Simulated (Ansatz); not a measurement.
## Nudged elastic band run: F3H5OSiZr

Input:

```yaml
crystal:
  periodic: [false, false, false]
  atoms:
    - { symbol: Zr, position_ang: [-0.209106, 0.297323, 0.104455] }
    - { symbol: F, position_ang: [-0.68139, 0.578775, 1.944854] }
    - { symbol: F, position_ang: [1.616618, 0.787371, -0.236974] }
    - { symbol: O, position_ang: [-1.319865, 1.447196, -0.94139] }
    - { symbol: H, position_ang: [-1.903974, 2.029159, -1.44562] }
    - { symbol: F, position_ang: [-0.571473, -1.508265, -0.466163] }
    - { symbol: Si, position_ang: [1.73074, -2.72969, 1.339822] }
    - { symbol: H, position_ang: [0.638012, -3.75149, 1.431898] }
    - { symbol: H, position_ang: [2.270173, -2.649171, -0.056332] }
    - { symbol: H, position_ang: [2.836745, -3.05467, 2.301129] }
    - { symbol: H, position_ang: [1.17272, -1.383538, 1.736322] }
basis:
  gaussian: { orbitals: def2-SVP }
hamiltonian:
  xc: pbe
neb:
  order_check: false
  images: 7
  f_tol: 0.05
  max_iterations: 60
  initial_path: linear
  final_atoms:
    - { symbol: Zr, position_ang: [0.40546934, -0.08084845, -0.44091884] }
    - { symbol: F, position_ang: [0.91192944, 0.31868813, 1.83653032] }
    - { symbol: F, position_ang: [1.73868362, 1.28083779, -0.66486964] }
    - { symbol: O, position_ang: [-1.41180578, 0.37521162, -0.04744253] }
    - { symbol: H, position_ang: [-2.2490765, 0.85102542, 0.05132156] }
    - { symbol: F, position_ang: [0.35184483, -0.88094125, -2.17677353] }
    - { symbol: Si, position_ang: [1.06933783, -2.47312685, 0.89894197] }
    - { symbol: H, position_ang: [0.03127963, -3.55240551, 1.0941724] }
    - { symbol: H, position_ang: [2.39129096, -3.15809175, 0.64582637] }
    - { symbol: H, position_ang: [1.27423063, -2.00195376, 2.37748294] }
    - { symbol: H, position_ang: [1.06601601, -0.61539539, 2.13772998] }
```

Launched with:

```bash
$ ansatz run input.yaml --threads 4 --pin off --max-ram 5120MiB --backend cpu --events-out ev --progress --plain --runs-dir out
```

Output, in part (warnings, iteration lines, the closing report on the highest movable image, with atoms numbered from 0):

```
NEB end point (image 0): max|allowed force component| = 2.676e-2 eV/Å (the criterion of neb.relax_end_points is 1.000e-2)
NEB end point (image 8): max|allowed force component| = 1.470e-2 eV/Å (the criterion of neb.relax_end_points is 1.000e-2)
NEB iter   1: max|band force component| = 8.290e0 eV/Å  barrier→ = 4.7203 eV  barrier← = 2.9133 eV  Δτ_max = 0.2000 Å  (265 SCF iters)
NEB iter   2: max|band force component| = 1.912e0 eV/Å  barrier→ = 2.3994 eV  barrier← = 0.5924 eV  Δτ_max = 0.2000 Å  (243 SCF iters)
NEB iter   3: max|band force component| = 9.957e-1 eV/Å  barrier→ = 2.0385 eV  barrier← = 0.2315 eV  Δτ_max = 0.2000 Å  (237 SCF iters)
NEB iter   4: max|band force component| = 1.472e0 eV/Å  barrier→ = 1.9495 eV  barrier← = 0.1426 eV  Δτ_max = 0.1016 Å  (220 SCF iters)
NEB iter   5: max|band force component| = 9.370e-1 eV/Å  barrier→ = 1.9312 eV  barrier← = 0.1242 eV  Δτ_max = 0.1004 Å  (206 SCF iters)
NEB iter   6: max|band force component| = 6.625e-1 eV/Å  barrier→ = 1.9280 eV  barrier← = 0.1211 eV  Δτ_max = 0.0990 Å  (202 SCF iters)
NEB iter   7: max|band force component| = 6.180e-1 eV/Å  barrier→ = 1.9231 eV  barrier← = 0.1161 eV  Δτ_max = 0.1003 Å  (204 SCF iters)
NEB iter   8: max|band force component| = 3.878e-1 eV/Å  barrier→ = 1.9143 eV  barrier← = 0.1073 eV  CI = image 7  Δτ_max = 0.1010 Å  (210 SCF iters)
NEB iter   9: max|band force component| = 6.070e-1 eV/Å  barrier→ = 1.9204 eV  barrier← = 0.1134 eV  CI = image 7  Δτ_max = 0.1008 Å  (203 SCF iters)
NEB iter  10: max|band force component| = 6.199e-1 eV/Å  barrier→ = 1.8987 eV  barrier← = 0.0917 eV  CI = image 7  Δτ_max = 0.2000 Å  (200 SCF iters)
NEB iter  11: max|band force component| = 4.834e-1 eV/Å  barrier→ = 1.9954 eV  barrier← = 0.1885 eV  CI = image 7  Δτ_max = 0.0995 Å  (208 SCF iters)
NEB iter  12: max|band force component| = 9.844e-1 eV/Å  barrier→ = 2.0468 eV  barrier← = 0.2398 eV  CI = image 7  Δτ_max = 0.1003 Å  (202 SCF iters)
NEB iter  13: max|band force component| = 7.745e-1 eV/Å  barrier→ = 2.0465 eV  barrier← = 0.2395 eV  CI = image 7  Δτ_max = 0.2000 Å  (203 SCF iters)
NEB iter  14: max|band force component| = 1.220e0 eV/Å  barrier→ = 2.0898 eV  barrier← = 0.2828 eV  CI = image 7  Δτ_max = 0.0992 Å  (213 SCF iters)
NEB iter  15: max|band force component| = 5.533e-1 eV/Å  barrier→ = 2.0591 eV  barrier← = 0.2521 eV  CI = image 7  Δτ_max = 0.1965 Å  (200 SCF iters)
NEB iter  16: max|band force component| = 2.904e-1 eV/Å  barrier→ = 2.0324 eV  barrier← = 0.2254 eV  CI = image 7  Δτ_max = 0.2000 Å  (204 SCF iters)
NEB iter  17: max|band force component| = 8.058e-1 eV/Å  barrier→ = 2.0142 eV  barrier← = 0.2072 eV  CI = image 7  Δτ_max = 0.0978 Å  (207 SCF iters)
NEB iter  18: max|band force component| = 1.571e-1 eV/Å  barrier→ = 2.0127 eV  barrier← = 0.2058 eV  CI = image 7  Δτ_max = 0.1205 Å  (201 SCF iters)
NEB iter  19: max|band force component| = 8.420e-2 eV/Å  barrier→ = 2.0098 eV  barrier← = 0.2028 eV  CI = image 7  Δτ_max = 0.0951 Å  (199 SCF iters)
NEB iter  20: max|band force component| = 1.036e-1 eV/Å  barrier→ = 2.0063 eV  barrier← = 0.1993 eV  CI = image 7  Δτ_max = 0.0476 Å  (201 SCF iters)
NEB iter  21: max|band force component| = 1.417e-1 eV/Å  barrier→ = 2.0029 eV  barrier← = 0.1959 eV  CI = image 7  Δτ_max = 0.0238 Å  (198 SCF iters)
NEB iter  22: max|band force component| = 5.157e-2 eV/Å  barrier→ = 2.0015 eV  barrier← = 0.1946 eV  CI = image 7  Δτ_max = 0.0476 Å  (198 SCF iters)
NEB iter  23: max|band force component| = 9.059e-2 eV/Å  barrier→ = 2.0023 eV  barrier← = 0.1954 eV  CI = image 7  Δτ_max = 0.0237 Å  (199 SCF iters)
NEB iter  24: max|band force component| = 1.059e-1 eV/Å  barrier→ = 2.0007 eV  barrier← = 0.1937 eV  CI = image 7  Δτ_max = 0.0475 Å  (202 SCF iters)
NEB iter  25: max|band force component| = 6.261e-2 eV/Å  barrier→ = 1.9979 eV  barrier← = 0.1909 eV  CI = image 7  Δτ_max = 0.0608 Å  (198 SCF iters)
NEB iter  26: max|band force component| = 4.639e-2 eV/Å  barrier→ = 1.9979 eV  barrier← = 0.1909 eV  CI = image 7  Δτ_max = 0.0255 Å  (201 SCF iters)
NEB iter  27: max|band force component| = 4.578e-2 eV/Å  barrier→ = 1.9979 eV  barrier← = 0.1909 eV  CI = image 7  Δτ_max = 0.0000 Å  (237 SCF iters)
Total energy: -19419.34916697 eV, -713.6479189784 hartree
Atom 0 at     0.235226     0.102244    -0.325645 Å, force     0.005149    -0.008882     0.020021 eV/Å
Atom 1 at     1.436295     0.244288     1.388632 Å, force    -0.008002     0.017373    -0.021355 eV/Å
Atom 2 at     1.002349     1.764678    -0.913633 Å, force    -0.002447     0.001943     0.002212 eV/Å
Atom 3 at    -1.564661     0.308994     0.282858 Å, force     0.003977    -0.002425     0.003968 eV/Å
Atom 4 at    -2.485770     0.569290     0.423043 Å, force    -0.001333     0.002260    -0.005255 eV/Å
Atom 5 at     0.204792    -0.775142    -2.037689 Å, force     0.003601     0.000156     0.000958 eV/Å
Atom 6 at     0.979773    -2.505318     0.781004 Å, force    -0.022195     0.005129    -0.017764 eV/Å
Atom 7 at     0.196249    -3.435388     1.686494 Å, force    -0.002430     0.002402     0.003286 eV/Å
Atom 8 at     2.222203    -3.307170     0.450098 Å, force     0.008487     0.007329     0.010299 eV/Å
Atom 9 at     1.755499    -1.880049     2.158430 Å, force     0.017386    -0.044505     0.021276 eV/Å
Atom 10 at     1.597245    -1.023427     1.818409 Å, force    -0.002192     0.019220    -0.017646 eV/Å
Dipole moment:    -0.373943    -0.291562     0.465104 e Å
```

It converged. The band force fell under the threshold earlier too, but the program's further tests of the path sent the band on. The profile has 2 maxima (images 2, 7) with wells between them (image 4): this band takes more than one step, which may be the mechanism or a detour left from its start path. Neighbouring images differ by up to 1.4 eV, so the band resolves the path poorly. Another band between the same ends (7 images) ends at a top of the same energy, where a vibrational analysis finds 1 clearly imaginary mode. The orbitals stay closed-shell, which can raise the energy where a bond breaks towards radicals; this wasn't checked here.

Final band (atoms are numbered from 1 in the order of the input):

```csv
image,path coordinate (Å),energy (kJ/mol),Si7–H11 (Å),Zr1–Si7 (Å),F2–H11 (Å)
0,0.00,0.0,1.51,3.80,2.71
1,1.49,2.0,1.51,4.26,2.87
2,2.98,3.1,1.50,4.50,2.93
3,4.47,2.6,1.50,4.44,2.92
4,5.97,1.4,1.51,4.13,2.94
5,7.46,2.4,1.51,3.86,2.72
6,8.96,59.7,1.49,3.55,1.90
7,10.45,192.8,1.91,2.93,1.35
8,11.73,174.3,2.23,2.82,0.99
```

Run time: 4.4 min on 4 threads of Intel(R) Xeon(R) CPU @ 2.60GHz (Ice Lake), with other jobs on the host, peak memory 0.21 GiB.
